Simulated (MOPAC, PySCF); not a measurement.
C4H5BOS, SMILES `Bc1sccc1O`, neutral singlet in the gas phase. 

Z-matrix (Å, degrees):
```
C
O 1 1.3367
H 2 0.9627 1 109.61
C 1 1.4009 2 121.48 3 -180.00
C 1 1.4199 2 124.56 3 0.00
C 5 1.3759 1 111.70 2 180.00
H 6 1.0902 5 126.62 1 180.00
H 5 1.0919 6 123.88 7 -0.01
B 4 1.5107 1 129.41 2 0.00
H 9 1.2072 4 119.85 1 0.00
H 9 1.2098 10 120.04 4 180.00
S 6 1.6995 7 120.88 5 180.00
```
Charge 0, spin multiplicity 1.

All levels are single points at this geometry (PBE0-D3(BJ)/def2-SVP); Pople sets use spherical d functions. Orbital energies aren't observables, and empty levels follow the basis.

ωB97X-D3(BJ)/def2-TZVP in PySCF gives gap (eV) = 9.07.

Q: Estimate the gap (eV) from each of these levels: B3LYP/3-21G in PySCF; B3LYP/6-311+G** in PySCF; B3LYP/LANL2DZ in PySCF; PBE/6-31G* in PySCF; HF/6-31G* in PySCF; HF/STO-3G in PySCF; PM3 in MOPAC; PM7 in MOPAC.

A: 
```
level                     gap (eV)
------------------------  --------
B3LYP/3-21G in PySCF          4.63
B3LYP/6-311+G** in PySCF      4.56
B3LYP/LANL2DZ in PySCF        4.63
PBE/6-31G* in PySCF           3.16
HF/6-31G* in PySCF           10.66
HF/STO-3G in PySCF           11.60
PM3 in MOPAC                  8.18
PM7 in MOPAC                  7.72
```
